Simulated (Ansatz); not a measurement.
CH3BN2, SMILES `NB1C=N1`. Charge 0, multiplicity 1.

```xyz
7

N     0.153   -1.193    0.578
B     0.084    0.054   -0.016
C    -0.428    1.260   -0.641
N     0.854    1.193   -0.464
H     1.024   -1.602    0.869
H    -0.654   -1.763    0.754
H    -1.032    2.050   -1.080
```

What are the harmonic wavenumbers in cm⁻¹ at PBE0-D4/def2-TZVP (Ansatz, finite differences of forces, unscaled)? (An estimate is asked.)

The calculation gave: 332, 415, 439, 551, 812, 867, 898, 1018, 1237, 1489, 1604, 1754, 3159, 3632, 3729.

Is this a minimum?

Yes, all 15 modes are real.

Give the ideal-gas thermochemistry at 298.15 K and 1 bar (rigid rotor, harmonic oscillator; point group Cs, symmetry number 1).

Zero-point energy 131.2 kJ/mol; H(298) − E = 144.8 kJ/mol; entropy 272.6 J/(mol·K), of which translation 158.6, rotation 96.5, vibration 17.5; G(298) − E = 63.5 kJ/mol.
